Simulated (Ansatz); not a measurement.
Two members of one family (Si nanocrystals, cubic, H-capped), computed with Ansatz in the gas phase. The two geometries come from different levels. Binding counts from free atoms in the multiplicity of their measured ground term, without zero-point energy. The structures are stationary points that may keep the symmetry of their start.

First: Si35H36 (singlet, charge 0, r2SCAN-D4/def2-SVP geometry).

Cartesian coordinates in Å:
```
Si -0.270 0.626 -3.774
Si 3.168 0.202 -2.154
Si 2.079 3.659 -3.455
Si -1.094 3.443 -1.287
Si 2.344 3.016 0.333
Si 0.826 -2.805 -2.483
Si -2.636 -2.388 -4.123
Si -3.451 0.424 -1.621
Si -2.355 -3.009 -0.333
Si 4.285 -3.249 -0.858
Si 3.446 -0.432 1.629
Si 1.102 -3.437 1.299
Si 0.000 -0.002 0.000
Si -0.818 2.811 2.476
Si -3.175 -0.209 2.141
Si 0.283 -0.636 3.772
Si -4.285 3.247 0.860
Si 2.636 2.391 4.121
Si -2.081 -3.656 3.455
Si 1.970 1.340 -3.828
Si -0.390 -1.691 -4.161
Si 3.076 -2.119 -2.529
Si -1.206 1.125 -1.674
Si 2.243 0.697 -0.049
Si 1.150 4.147 -1.349
Si -2.039 3.940 0.810
Si 1.428 3.510 2.442
Si -0.107 -2.318 -0.379
Si -3.560 -1.893 -2.017
Si -4.387 0.929 0.477
Si -3.282 -2.531 1.775
Si 3.352 -2.750 1.242
Si 2.526 0.073 3.734
Si 0.163 -2.956 3.402
Si -0.930 0.491 2.101
H -1.057 1.353 -4.829
H 4.601 0.657 -2.162
H 1.314 4.381 -4.525
H 3.507 4.115 -3.497
H -1.872 4.143 -2.367
H 3.787 3.441 0.298
H 0.748 -4.290 -2.707
H -3.407 -1.673 -5.194
H -2.716 -3.864 -4.378
H -4.203 1.155 -2.698
H -2.403 -4.492 -0.580
H 5.722 -2.818 -0.890
H 4.223 -4.728 -1.102
H 4.877 0.029 1.581
H 1.022 -4.916 1.038
H -1.416 3.105 3.824
H -3.750 0.114 3.493
H -0.326 -0.307 5.106
H -5.064 3.972 -0.200
H -4.886 3.568 2.197
H 4.067 2.841 4.104
H 2.049 2.708 5.465
H -2.156 -5.138 3.228
H -2.677 -3.347 4.797
H 2.560 1.005 -5.170
H 0.223 -1.998 -5.499
H 3.655 -2.423 -3.881
H 1.210 5.625 -1.087
H -1.947 5.420 1.052
H 1.484 4.995 2.667
H -4.996 -2.333 -1.967
H -5.816 0.463 0.503
H -4.721 -2.966 1.791
H 4.111 -3.461 2.326
H 3.292 -0.664 4.796
H 0.951 -3.666 4.468
```

| level | HOMO (eV) | LUMO (eV) | gap (eV) | binding per atom (eV) |
| --- | --- | --- | --- | --- |
| PBE-D4/def2-SVP | -6.08 | -2.40 | 3.67 | 3.48 |
| B3LYP-D4/6-31G | -6.71 | -1.23 | 5.49 | 3.12 |
| PBE0-D4/def2-SVP | -7.03 | -1.79 | 5.24 | 3.48 |

Second: Si43H56, disc (singlet, charge 0, PBE-D4/def2-SVP geometry).

Cartesian coordinates in Å:
```
Si -0.768 -2.843 -5.158
Si -2.773 -0.082 -7.100
Si -3.898 -1.480 -3.831
Si -2.581 2.226 -3.998
Si 1.272 -5.533 -3.182
Si -1.896 -4.097 -1.910
Si 1.543 -3.040 -0.245
Si 0.802 3.289 -2.722
Si 3.069 0.378 -0.633
Si -0.488 -0.376 -2.113
Si -3.641 1.102 -0.490
Si -1.548 -1.522 1.385
Si -0.167 2.015 0.870
Si -2.258 4.641 -0.984
Si -3.191 3.790 2.745
Si -1.803 7.151 1.927
Si 3.585 -5.692 1.652
Si 0.483 -4.153 3.277
Si 3.913 -3.244 4.705
Si 1.870 -0.601 2.796
Si -1.195 1.132 4.616
Si 2.245 1.714 5.863
Si 0.208 4.443 3.936
Si -0.722 -1.235 -6.880
Si 1.303 -3.944 -4.930
Si -1.733 -2.093 -3.136
Si -0.397 1.458 -3.580
Si -3.805 0.523 -5.064
Si -3.554 2.930 -1.966
Si 1.675 -1.192 -1.691
Si 3.682 -3.982 0.037
Si 0.249 -4.758 -1.201
Si 0.618 -2.330 1.801
Si -0.078 3.837 -0.612
Si 1.996 1.198 1.290
Si -1.468 0.305 -0.086
Si -1.082 2.752 2.911
Si 0.311 6.467 2.732
Si -3.148 5.421 1.050
Si 4.040 -1.308 3.371
Si 2.655 -4.957 3.688
Si 2.336 3.760 4.686
Si 0.897 0.075 4.829
H -1.734 -3.906 -5.635
H -3.715 -1.032 -7.800
H -2.593 1.125 -7.987
H -4.368 -2.571 -4.766
H -4.869 -1.412 -2.684
H -2.498 3.411 -4.934
H 0.441 -6.691 -3.682
H 2.667 -6.046 -2.921
H -2.400 -5.141 -2.882
H -2.890 -4.003 -0.785
H 0.567 4.467 -3.640
H 2.282 3.026 -2.668
H 4.335 -0.325 -0.206
H 3.455 1.492 -1.569
H -4.478 -0.005 -1.074
H -4.271 1.510 0.816
H -2.394 -2.617 0.791
H -2.193 -1.105 2.680
H -2.178 5.804 -1.947
H -4.306 2.795 2.568
H -3.416 4.501 4.059
H -1.635 8.262 0.919
H -2.542 7.716 3.115
H 2.709 -6.794 1.107
H 4.960 -6.266 1.893
H -0.373 -5.231 2.658
H -0.170 -3.706 4.561
H 5.297 -3.748 5.033
H 3.235 -2.870 6.001
H -2.331 0.165 4.417
H -1.458 1.891 5.897
H 3.639 1.201 6.123
H 1.610 2.027 7.198
H -0.572 4.767 5.192
H -0.456 -1.959 -8.179
H 0.414 -0.272 -6.663
H 1.577 -4.675 -6.223
H 2.415 -2.952 -4.730
H 0.234 1.018 -4.878
H -5.202 1.016 -5.370
H -4.948 3.449 -2.232
H 2.307 -1.611 -2.997
H 4.117 -4.563 -1.287
H 4.693 -2.943 0.437
H 0.166 -5.912 -0.228
H 0.759 4.931 0.004
H 2.832 2.304 1.888
H 1.303 6.351 1.608
H 0.817 7.536 3.673
H -4.536 5.974 0.817
H 4.875 -1.571 2.147
H 4.702 -0.200 4.153
H 2.598 -6.133 4.637
H 3.304 3.672 3.537
H 2.851 4.821 5.629
H 0.809 -1.118 5.754
```

**Question.** Estimate the same table for the second.

**Answer.** 
```
           level  HOMO (eV)  LUMO (eV)  gap (eV)  binding per atom (eV)
 PBE-D4/def2-SVP      -6.01      -2.44      3.56                   3.32
  B3LYP-D4/6-31G      -6.65      -1.40      5.26                   3.02
PBE0-D4/def2-SVP      -6.93      -1.85      5.09                   3.32
```
